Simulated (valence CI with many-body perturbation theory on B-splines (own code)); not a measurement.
Sensitivity of CI+MBPT for Zr35+

Computed by relativistic CI+MBPT: three valence electrons over a frozen Dirac-Fock core [He], radial functions for each j: 6 s, 6 p, 5 d, 3 f, 1 g, with the one-electron correlation potential Σ1, the two-electron term Σ2, the three-electron term Σ3, Breit, model QED; selected CI, second order for the rest, scaled by the run's own slope (own B-spline code, finite nucleus).

No measured spectrum was set against this ion. As an estimate, large intervals hold to a few tenths of a per cent, small ones and those within an open d or f shell to about a per cent.

The reference run has the lowest level (2s^2 2p1/2) J=1/2 and an ionisation energy of 4745.47 eV. Its largest variational space holds 4204 state functions.

Levels are named by their leading jj configuration (3d3/2^4 stands for four electrons in 3d with j = 3/2), which in mixed levels can hold well under half, so a name can repeat and another be missing. Letters in brackets count levels of one name in rising energy.

Changed runs:
A. size limit of the variational space 10000 → 1500; second order for the rest on → off
B. logarithmic knot step 0.27 → 0.4
C. lowest core n in screening and Σ2 1 → 1
D. logarithmic knot step 0.27 → 1.1 (bad on purpose)

Excitation energies of the reference run in cm⁻¹, and shifts in cm⁻¹:

```csv
Level,Reference,A,B,C,D
(2s^2 2p3/2) J=3/2,779346,+103,-2.4,0,-0.9
(2s 2p1/2^2) J=1/2,828474,-15,-20,0,-90
(2s 2p1/2 2p3/2) J=3/2 [a],1379640,+61,-22,0,-90
(2s 2p1/2 2p3/2) J=5/2,1552180,+65,-22,0,-91
(2s 2p1/2 2p3/2) J=3/2 [b],1851140,+176,-21,0,-93
(2s 2p1/2 2p3/2) J=1/2,1903990,-13,-21,0,-94
(2s 2p3/2^2) J=5/2,2316060,+81,-23,0,-91
(2s 2p3/2^2) J=1/2,2729000,-14,-22,0,-88
(2s 2p3/2^2) J=3/2,2738980,+247,-22,0,-95
(2p1/2^2 2p3/2) J=3/2,2800030,+107,-46,0,-188
(2p1/2 2p3/2^2) J=3/2,3425970,+101,-48,0,-191
(2p1/2 2p3/2^2) J=5/2,3542660,+172,-48,0,-191
Ionisation energy (eV),4745.47,-0.0019,-0.0013,0,-0.0035
```

No effect on these energies: C.
